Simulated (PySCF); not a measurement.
# Correlation energy of S+ (sulfur, charge +1)

[Ne] 3s2 3p2 3d1, one real determinant (an excited configuration). All numbers are calculated (PySCF 2.14, no relativity, point nucleus, in dyall-acv3z (19s12p6d4f, 113 functions)). Frozen: [Ne]; 5 electrons correlated; the 23 highest virtual orbitals of each spin left out.

```
  level  correlation energy (mhartree)
   CCSD                        -120.66
    (T)                         -18.14
CCSD(T)                        -138.80
```

Diagnostics: T1 = 0.020, D1 = 0.0581, largest double amplitude 0.381.

The real determinant used has ⟨L²⟩ near 8 against 12 for a pure F term, so it mixes terms. The outer electron is Rydberg-like, and this basis confines it to a smaller radius and binds it less than a complete one would. A double-excitation amplitude exceeds 0.15, a sign of near-degeneracy.

Cost of the coupled-cluster step: of the order of 60 core-seconds, for 5 correlated electrons.

The reference is one real determinant that mixes LS terms of this configuration.
